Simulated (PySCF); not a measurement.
Some computed properties have been withheld. Give your best values.

Compound: C3H5BrGe.
Numbering: `[CH3:1][C:2]#[C:3][GeH2:4][Br:5]` (hydrogens: H6, H7, H8 on C1; H9, H10 on Ge4)

```json
{"property": "rotational constants A, B, C", "level": "PBE0-D3(BJ)/def2-SVP", "value": "?"}
{"property": "dipole moment", "level": "B3LYP/def2-SVPD", "value": "?"}
{"property": "HOMO energy", "level": "B3LYP/def2-SVPD", "value": "?"}
{"property": "LUMO energy", "level": "B3LYP/def2-SVPD", "value": "?"}
{"property": "lowest singlet excitation", "level": "TDDFT B3LYP/def2-SVPD", "value": "?"}
{"property": "strongest line among the 6 lowest singlet transitions", "level": "TDDFT B3LYP/def2-SVPD", "value": "S2 at 5.59 eV (222 nm, f = 0.057)"}
{"property": "static isotropic polarisability", "level": "B3LYP/def2-SVPD", "value": "?"}
{"property": "electronic spatial extent ⟨r²⟩ about the centre of nuclear charge", "level": "B3LYP/def2-SVPD", "value": "1486 bohr²"}
```

The electronic properties come from PySCF, for the isolated species, density fitting. Geometry: PBE0-D3(BJ)/def2-SVP; no solvent, vibrations or thermal averaging. Relativistic effects, spin–orbit coupling among them, are left out although an element past zinc is present.

Problem. What is the static isotropic polarisability?

Solution. 91.1 au.

Problem. The dipole moment?

Solution. 2.86 D.

Problem. What is the HOMO energy?

Solution. -7.68 eV.

Problem. What is the lowest singlet excitation?

Solution. 5.33 eV (232 nm, f = 0.001).

Problem. The LUMO energy?

Solution. -1.19 eV.

Problem. What are the rotational constants A, B, C?

Solution. 3.588, 0.852, 0.698 GHz.

The largest Löwdin shares of the LUMO are 0.31 on Br5, 0.28 on Ge4, 0.14 on C3 and 0.11 on C2. The polarisability is 13.50 Å³ as a volume (1 au = 0.148185 Å³), or 1.01 au for each of the 90 electrons. With B = h/(8π²I), that is 505.379 GHz u Å² over I, the principal moments of inertia are 140.9, 593.4 and 724.5 u Å² (most abundant isotopes); the inertial defect Ic − Ia − Ib is -9.8 u Å² (zero for a rigid planar frame, negative otherwise).
